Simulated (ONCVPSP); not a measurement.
Before and after: ONCV potential for Pt (Z = 78)

```json
{"Element": "platinum", "Generator": "ONCVPSP 4.0.1", "Type": "optimised norm-conserving Vanderbilt (ONCV)", "Functional": "PBE", "Relativity": "scalar-relativistic", "Frozen core": "[Kr] 4d10 4f14 5s2", "Valence charge": "16", "Reference configuration": "5p6 5d9 6s1", "Partial waves": "6s: rc 2.40 bohr, ncon 4, nbas 8, qcut 2.1 1/bohr, 2 projectors, debl 2.6 Ha; 5p: rc 1.70 bohr, ncon 5, nbas 9, qcut 7.1 1/bohr, 2 projectors, debl 1 Ha; 5d: rc 2.00 bohr, ncon 4, nbas 8, qcut 7.5 1/bohr, 1 projector", "Local potential": "polynomial inside 1.65 bohr (lpopt 4, dvloc0 1 Ha)", "Core correction": "Teter function, fcfact 2.25, rcfact 1.05"}
```

In the p channel the program set the typed energies aside and used -2.059, 0.250 Ha.

Change: core [Kr] 4d10 4f14, valence charge 18; reference 5s2 5p6 5d9 6p1; waves now 5s: rc 1.60 bohr, ncon 3, nbas 7, qcut 7.8 1/bohr, 2 projectors, debl 3.9 Ha; 5p+6p: rc 1.45 bohr, ncon 3, nbas 7, qcut 10.7 1/bohr, 2 projectors; 5d: rc 1.70 bohr, ncon 4, nbas 8, qcut 10.7 1/bohr, 2 projectors, debl 3.1 Ha; local potential polynomial inside 1.10 bohr (lpopt 5, dvloc0 0 Ha). In the s channel the program set the typed energies aside and used -3.817, 0.050 Ha.

Cutoffs: the cutoffs (Ha) at which the residual kinetic energy of the hardest occupied pseudo-wave falls to 1 and 0.1 mHa per electron; they do not see the model core or the augmentation charge, which bear on the density cutoff. Errors are all-electron minus pseudo energies relative to the spin-unpolarised reference configuration.

What does the change do?

The potential gets harder (19 Ha and 29 Ha → 37 Ha and 44 Ha); the number of tests with a reliable result goes from 4 to 3; neither file shows a bound ghost. The added semicore shells are compact, so their waves need more plane waves. Several settings change at once here, so the effects cannot be laid on one of them.

```tsv
quantity	base	changed
cutoff, loose	19 Ha	37 Ha
cutoff, tight	29 Ha	44 Ha
loose cutoff by channel	s 19 Ha, p 14 Ha, d 19 Ha	s 21 Ha, p 37 Ha, d 20 Ha
bound ghosts	none	none
GHOST(+) flags under 300 eV	s at 66.1 eV	s at 112.8 eV
tests with a reliable result	4 of 4	3 of 4
rms error of d²Exc/dni dnj with the model core, mHa	2.74	3.16
```
